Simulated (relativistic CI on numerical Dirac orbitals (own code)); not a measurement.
Transition arrays of Rb X

Calculated at this level of theory: Dirac-Coulomb-Breit CI, KLI orbitals optimised for each configuration, model QED (radiative potential, 1s self-energy scaled to tabulated hydrogen-like ionisation energies), valence Slater integrals scaled by 0.9, whole transition arrays (own radial code, finite nucleus).

Configurations in the expansion (outside the closed core [Ar]): 3d10, 3d9 4f, 3d9 4p, 3d9 5f. Levels of other configurations are missing.

All E1 lines from the levels of 3d10; mean and standard deviation are weighted by gf, and upper levels are sorted by their leading configuration.

| Upper configuration | Lines | Σgf | Mean (eV) | Mean (nm) | σ (eV) | Strongest line (nm) |
| --- | --- | --- | --- | --- | --- | --- |
| 3d9 4f | 3 | 2.3 | 190.78 | 6.499 | 0.75 | 6.492 |
| 3d9 4p | 3 | 0.6 | 126.28 | 9.818 | 0.39 | 9.834 |
| 3d9 5f | 3 | 1.8 | 221.93 | 5.587 | 0.75 | 5.581 |

Σgf per state of the lower configuration in bins of 0.1 nm over the central range (centre: value): 5.55: 1.65, 5.65: 0.16, 6.45: 2.16, 6.55: 0.15, 9.75: 0.15, 9.85: 0.46.

Task: How do configuration mixing and the scaling of the Slater integrals move the arrays?

Result: Slater scale 0.9, no configuration mixing: 3d9 4f 191.1 ± 0.7 eV (Σgf 2.7), 3d9 4p 126.3 ± 0.4 eV (Σgf 0.6), 3d9 5f 221.7 ± 0.7 eV (Σgf 1.4); Slater scale 1: 3d9 4f 191.1 ± 0.8 eV (Σgf 2.3), 3d9 4p 126.4 ± 0.4 eV (Σgf 0.6), 3d9 5f 222.2 ± 0.8 eV (Σgf 1.8); Slater scale 0.8: 3d9 4f 190.5 ± 0.7 eV (Σgf 2.3), 3d9 4p 126.1 ± 0.4 eV (Σgf 0.6), 3d9 5f 221.7 ± 0.7 eV (Σgf 1.8). With mixing, levels are counted to their leading configuration, so an array can shrink or vanish into another, and the sums then hold other lines.
